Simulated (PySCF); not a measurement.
# Electron correlation in Ne²⁺ (neon, charge +2)

[He] 2s2 2p4, high-spin 3P determinant. Calculation: PySCF 2.14, in def2-SVP; the non-relativistic Hamiltonian (point nucleus). Frozen: 1s2; 6 electrons correlated.

MP2 pair energies summed by pair of shells (mhartree):

| pair | energy | share (%) |
| --- | --- | --- |
| 2p-2p | -41.86 | 46.9 |
| 2s-2p | -40.82 | 45.8 |
| 2s-2s | -6.54 | 7.3 |

Total MP2 correlation energy: -89.22 mhartree.

Same-spin part -21.25 and opposite-spin part -67.97 mhartree; SCS-MP2 scales them by 1/3 and 6/5 to -88.65 mhartree.

```csv
level,correlation energy (mhartree)
CCSD,-101.98
(T),-0.66
CCSD(T),-102.64
```

Diagnostics: T1 = 0.0033, D1 = 0.0055, largest double amplitude 0.031.

Cost of the coupled-cluster step: 0.06 s of wall time on 1 thread of Intel(R) Xeon(R) Platinum 8488C (shared host), for 6 correlated electrons.

Iterations:

```
CC2 = 0
CCSD nocc = (np.int64(4), np.int64(2)), nmo = (13, 13)
frozen orbitals [[0], [0]]
max_cycle = 100
direct = 0
conv_tol = 1e-08
conv_tol_normt = 1e-06
diis_space = 8
diis_start_cycle = 0
Init t2, MP2 energy = -0.0892189605600741
Init E_corr(UCCSD) = -0.0892189605623328
cycle = 1  E_corr(UCCSD) = -0.0995239608428624  dE = -0.0103050003  norm(t1,t2) = 0.0179533
cycle = 2  E_corr(UCCSD) = -0.101369848808155  dE = -0.00184588797  norm(t1,t2) = 0.0047613
cycle = 3  E_corr(UCCSD) = -0.101998234428545  dE = -0.00062838562  norm(t1,t2) = 0.00178399
cycle = 4  E_corr(UCCSD) = -0.101975480671177  dE = 2.27537574e-05  norm(t1,t2) = 0.000374681
cycle = 5  E_corr(UCCSD) = -0.101977839197891  dE = -2.35852671e-06  norm(t1,t2) = 4.70568e-05
cycle = 6  E_corr(UCCSD) = -0.101977591698911  dE = 2.47498981e-07  norm(t1,t2) = 6.52018e-06
cycle = 7  E_corr(UCCSD) = -0.101977670639958  dE = -7.89410469e-08  norm(t1,t2) = 8.62507e-07
cycle = 8  E_corr(UCCSD) = -0.101977662404485  dE = 8.23547297e-09  norm(t1,t2) = 1.11558e-07
UCCSD converged
E(UCCSD) = -126.2969516739607  E_corr = -0.1019776624044848
UCCSD(T) correction = -0.000662828179473995
```
